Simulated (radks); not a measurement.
These are the eigenvalues of the occupied orbitals of an atom or ion with whole-number occupations (hartree). Calculated with a radial shooting solver on a logarithmic mesh with Libxc functionals: scalar-relativistic Kohn-Sham, r2SCAN, spin-polarised, spherical densities, finite nucleus; meta-GGA in the generalised Kohn-Sham scheme; Fermi nuclear charge, rms radius of each element as measured or else 0.836 A^(1/3) + 0.57 fm.

1s: -354.2352
2s: -65.85814
2p: -60.63081

Which element is it, and in what charge state? The configuration may be excited. Open shells, if any, are filled with parallel spins first.

Answer. Z = 29, copper, charge +19: Cu19+ in [Ne]. The list shows which subshells hold electrons but not how many an open one holds; the 1s level, -354.24 hartree, gives Z - s = 26.6 by -(Z - s)^2/2, which with screening and relativity narrows Z to a few neighbours, and the depths of the outer levels then fix element, charge and occupations together.
